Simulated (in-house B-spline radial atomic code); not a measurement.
Atomic self-consistent-field run: Ta. Computed with a radial B-spline atomic code at the basis-set limit: scalar-relativistic (X2C) BHandHLYP, spin-polarised, spherical fractional occupations, Fermi nucleus of rms radius 5.3507 fm.

Command:
```bash
python run_scf.py task.json out
```
Settings (nuclear radius in fm, mass in u):
```
Z                73
configuration    [Xe] 4f14 5d3 6s2
hamiltonian      x2c
method           bhandhlyp
spin_polarised   True
nucleus          fermi
rms_radius       5.3507
atomic_mass      180.948
speed_of_light   137.035999084
```

Output (hartree, bohr):
```
 radial grid: 77 intervals, B-splines of order 8, outer radius 50 bohr

 iter        energy (Eh)    residual
    1      -15603.665982    4.82e-01
    2      -15602.445380    2.55e-01
    3      -15604.640006    1.35e-01
    4      -15605.002648    3.41e-02
    5      -15604.960428    5.69e-02
    6      -15605.033153    1.79e-03
    7      -15605.033227    1.25e-04
    8      -15605.033227    5.58e-05
    9      -15605.033228    2.15e-05
   10      -15605.033228    3.39e-06
   11      -15605.033228    1.67e-07

 total energy                    -15605.03323
 kinetic                           17524.5394
 electron-nucleus                 -38940.5604
 Hartree                            6131.4649
 exact exchange                     -157.6559
 exchange-correlation               -162.8212

 orbital      occ     eigenvalue          <r>       <r^2>       <1/r>       r_max
 1s up      1.000     -2479.0933    0.0178666 0.000446861     93.4925     0.01074
 1s down    1.000     -2479.0936    0.0178666 0.000446861     93.4925     0.01074
 2s up      1.000      -428.4796    0.0781378  0.00728401     21.8151     0.06666
 2s down    1.000      -428.4742    0.0781375  0.00728397     21.8152     0.06666
 2p up      3.000      -376.6120    0.0700234  0.00600734     18.3863     0.05419
 2p down    3.000      -376.6070    0.0700229  0.00600727     18.3865     0.05419
 3s up      1.000       -99.2984     0.204074   0.0477582     7.85731      0.1887
 3s down    1.000       -99.2978     0.204072   0.0477571     7.85733      0.1887
 3p up      3.000       -83.6536     0.203965   0.0483475     6.94213      0.1862
 3p down    3.000       -83.6529     0.203962   0.0483458     6.94216      0.1862
 3d up      5.000       -64.8017     0.185582   0.0403884     6.46904      0.1519
 3d down    5.000       -64.7982      0.18559   0.0403917     6.46877      0.1519
 4s up      1.000       -20.8395        0.459    0.238013     3.24268      0.4295
 4s down    1.000       -20.8347     0.459034    0.238043     3.24225      0.4295
 4p up      3.000       -15.6343     0.486863    0.269835     2.87669      0.4493
 4p down    3.000       -15.6296     0.486886    0.269842     2.87631      0.4493
 4d up      5.000        -8.7832       0.5237    0.318155     2.53227      0.4623
 4d down    5.000        -8.7759     0.523728    0.318129     2.53177      0.4625
 5s up      1.000        -2.9895      1.11267     1.39279      1.2129       0.996
 5s down    1.000        -2.9312      1.10525     1.37339     1.22258      0.9923
 5p up      3.000        -1.6798      1.30413     1.93346     1.00513        1.13
 5p down    3.000        -1.5924      1.29189     1.89565     1.01608       1.123
 4f up      7.000        -1.2189     0.635555    0.511814     2.00581      0.4431
 4f down    7.000        -1.2100     0.630512    0.501074     2.01451      0.4428
 5d up      3.000        -0.1665      2.23714     6.16243    0.594126       1.601
 6s up      1.000        -0.2580      3.28725     12.3373    0.387185       2.759
 6s down    1.000        -0.2214      3.46758     13.7832    0.363894       2.855
```

Cost of the run: 0.61 s on 1 thread of Arm Neoverse V2, with other jobs on the host.

Caution: exact exchange at fractional occupations of open shells leaves self-interaction of up to several eV.

One-electron X2C: radii and densities carry no picture-change correction, so inner-shell <1/r> comes out high (for 1s by about 2 % at Z = 33, 5 % at 54, 10 % at 75, 30 % at 118) and <r> low.
